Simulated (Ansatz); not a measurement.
A geometry relaxed with CAM-B3LYP-D3(BJ)/def2-SVP (Ansatz, a program for electronic structure), charge 0, multiplicity 1:

```xyz
10

I      2.7761     2.0323    -0.0445
In     1.6219    -0.3725     0.2238
H     -2.3521     0.5010    -0.3147
H     -0.6746    -1.3695    -0.7217
H     -0.8414    -1.0600     1.0078
H     -1.1131     1.4444     0.5347
C     -1.2676     0.6844    -0.2454
C     -0.5198    -0.6076     0.0573
H     -0.9499     1.1328    -1.1984
I      3.3205    -2.3852     0.7012
```

Question: Write the SMILES of this molecule.

Answer: `C[CH2][In]([I])[I]`
